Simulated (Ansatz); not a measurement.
`[BH3-][O+]([SiH3])[SiH3]`, 13 atoms. The species carries charge 0 and has multiplicity 1. All runs use 4 threads of a server CPU on a shared host. Correlated methods freeze the cores.

Problem. Give the basis size and wall time and peak host memory of each of these runs in Ansatz. RKS ωB97M-V/def2-QZVPP energy; RKS PBE0-D4/def2-TZVP frequencies; RKS PBE0-D4/def2-SVP energy; RKS CAM-B3LYP-D4/def2-TZVPP energy; direct RPA on PBE orbitals/def2-TZVPP energy; RHF-CCSD(T)/def2-TZVPP energy; RKS ωB97M-V/def2-SVP energy; RKS PBE0-D4/def2-TZVP relaxation (26 steps); RKS B3LYP-D4/def2-TZVPP energy and forces; RKS B97M-V/def2-TZVPP energy; RHF-MP2/def2-QZVPP energy; RHF-CCSD(T)/def2-SVP energy. (Best estimate.)

Solution. Computed: Other jobs shared the machine, so times are rough.

```json
{"level": "RKS PBE0-D4/def2-SVP", "job": "energy", "functions": "109", "wall time": "0.95 s", "peak host memory (GiB)": "0.25"}
{"level": "RHF-CCSD(T)/def2-SVP", "job": "energy", "functions": "109", "wall time": "3.1 s", "peak host memory (GiB)": "0.5"}
{"level": "RKS CAM-B3LYP-D4/def2-TZVPP", "job": "energy", "functions": "272", "wall time": "3.4 s", "peak host memory (GiB)": "0.82"}
{"level": "RKS ωB97M-V/def2-SVP", "job": "energy", "functions": "109", "wall time": "3.6 s", "peak host memory (GiB)": "0.35"}
{"level": "RKS B3LYP-D4/def2-TZVPP", "job": "energy and forces", "functions": "272", "wall time": "3.9 s", "peak host memory (GiB)": "0.84"}
{"level": "direct RPA on PBE orbitals/def2-TZVPP", "job": "energy", "functions": "272", "wall time": "4.3 s", "peak host memory (GiB)": "0.71"}
{"level": "RKS B97M-V/def2-TZVPP", "job": "energy", "functions": "272", "wall time": "6.5 s", "peak host memory (GiB)": "0.48"}
{"level": "RKS ωB97M-V/def2-QZVPP", "job": "energy", "functions": "524", "wall time": "17 s", "peak host memory (GiB)": "2.5"}
{"level": "RHF-MP2/def2-QZVPP", "job": "energy", "functions": "524", "wall time": "19 s", "peak host memory (GiB)": "3.7"}
{"level": "RKS PBE0-D4/def2-TZVP", "job": "relaxation (26 steps)", "functions": "190", "wall time": "63 s", "peak host memory (GiB)": "0.53"}
{"level": "RHF-CCSD(T)/def2-TZVPP", "job": "energy", "functions": "272", "wall time": "68 s", "peak host memory (GiB)": "6.8"}
{"level": "RKS PBE0-D4/def2-TZVP", "job": "frequencies", "functions": "190", "wall time": "2.2 min", "peak host memory (GiB)": "0.53"}
```

B3LYP here is the variant with VWN-RPA as its local correlation; programs differ in this.
